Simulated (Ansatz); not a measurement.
CH₃AsO₂S (`O[As]1OCS1`). Charge 0, multiplicity 1. Correlated methods include outer-core shells of As, which these sets cover unevenly. Scalar relativity is left out up to krypton.

```xyz
8

O     1.8270   -0.9209    0.1817
As    0.9441    0.0856   -0.9974
O    -0.7284   -0.5152   -0.7149
C    -1.2067    0.3841    0.2580
S     0.1298    1.6445    0.3876
H     2.5227   -1.4128   -0.2676
H    -1.3490   -0.1138    1.2204
H    -2.1396    0.8484   -0.0678
```

Give the diagnostics of a CCSD(T)/def2-TZVPP run (frozen core, Ansatz). (Estimate.)

Ansatz gave: T1 = 0.0143, largest single amplitude 0.027, largest double 0.035, (T) share of the correlation energy 4.3 %, 10 CCSD cycles. The RHF solution is stable towards an unrestricted one. T1 lies under the customary mark of 0.02 for closed shells.
